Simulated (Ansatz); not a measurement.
Total energies of SnF3⁻ from Ansatz at PBE-D4/def2-TZVPD, gas phase (1 Eh = 27.2114 eV = 2625.5 kJ/mol). The reference geometry is relaxed at PBE-D4/def2-TZVPD.

```xyz
4

Sn   -0.178    0.326    0.689
F     0.058   -1.687    0.518
F    -1.413    0.535   -0.914
F     1.533    0.826   -0.293
```

```json
{"state": "charge -1 singlet", "geometry": "reference", "energy (Eh)": "-513.91744"}
{"state": "charge 0 doublet", "geometry": "reference", "energy (Eh)": "-513.75504"}
{"state": "charge -1 triplet", "geometry": "relaxed at PBE-D4/def2-TZVPD", "energy (Eh)": "-513.80340"}
{"state": "charge -1 quintet", "geometry": "relaxed at PBE-D4/def2-TZVPD", "energy (Eh)": "-513.56864"}
```

In the def2 sets Sn takes a core potential; there is no spin–orbit coupling.

**Question.** Work out the vertical ionisation energy to the doublet.

**Answer.** E(charge 0 doublet) − E(charge -1 singlet) = -513.75504 − (-513.91744) = 0.16240 Eh = 4.42 eV. For comparison, −ε of the highest occupied level is 1.37 eV at this level, 3.05 eV less.

**Question.** Which of the charge -1 states is lowest, and how far above it are the others?

**Answer.** The singlet. triplet: -513.80340 − (-513.91744) = 0.11404 Eh = 299.4 kJ/mol; quintet: -513.56864 − (-513.91744) = 0.34880 Eh = 915.8 kJ/mol.

At PBE-D4/def2-TZVPD the highest occupied level of the charge -1 triplet lies above zero (up to 1.28 eV). The electron is either unbound and held by the finite basis, or the level is raised by self-interaction error. At PBE-D4/def2-TZVPD the highest occupied level of the charge -1 quintet lies above zero (up to 1.47 eV).

The structure comes from a short search, and lower isomers may exist.
